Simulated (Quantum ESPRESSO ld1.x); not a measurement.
Question: The mean radii <r> (bohr) of the occupied orbitals of an atom or ion are listed with their occupations. All-electron calculation, non-relativistic Kohn-Sham, BLYP, spin-unpolarised, spherical densities, point nucleus. Program: ld1.x of Quantum ESPRESSO 7.5.

| orbital | occ. | <r> |
|---|---|---|
| 1s | 2 | 0.06156 |
| 2s | 2 | 0.2825 |
| 2p | 6 | 0.2483 |
| 3s | 2 | 0.8531 |
| 3p | 6 | 0.8949 |
| 3d | 4 | 1.080 |
| 4s | 1 | 2.641 |
| 4p | 1 | 3.224 |

Name the element and its charge.

Answer: Z = 25, manganese, charge +1: Mn+ in [Ar] 3d4 4s1 4p1. The 1s radius gives Z: for a bare nucleus <r> = 1.5/Z, 0.06 bohr for Z = 25, and screening makes it slightly larger (0.06156 here). The occupations add up to 24, and the charge is Z minus that.
